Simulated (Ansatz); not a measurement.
System: SbI2, charge 1, multiplicity 1. It need not be the lowest isomer of its formula. 
Coordinates optimised at B3LYP-D3(BJ)/def2-TZVP (Ansatz, a first-principles code):
```xyz
3

Sb     0.9423     0.4920     0.3032
I     -0.8152     1.2911    -1.5004
I     -0.0916    -1.7645     1.2086
```
Charge +1, spin multiplicity 1.

Parts of the frozen-core correlation energy in def2-SVPD (Ansatz, hartree). Frozen orbitals: 27; correlated occupied orbitals by spin: 9 and 9; virtual: 66 and 66. No spin-orbit coupling. In def2 rows, elements after Kr have scalar-relativistic effective core potentials.

```csv
term,value
reference (HF),-832.35629
MP2 opposite-spin,-0.20703
MP2 same-spin,-0.07751
CCSD correlation,-0.31008
(T),-0.01467
T1 diagnostic,0.029
largest doubles amplitude,0.070
```
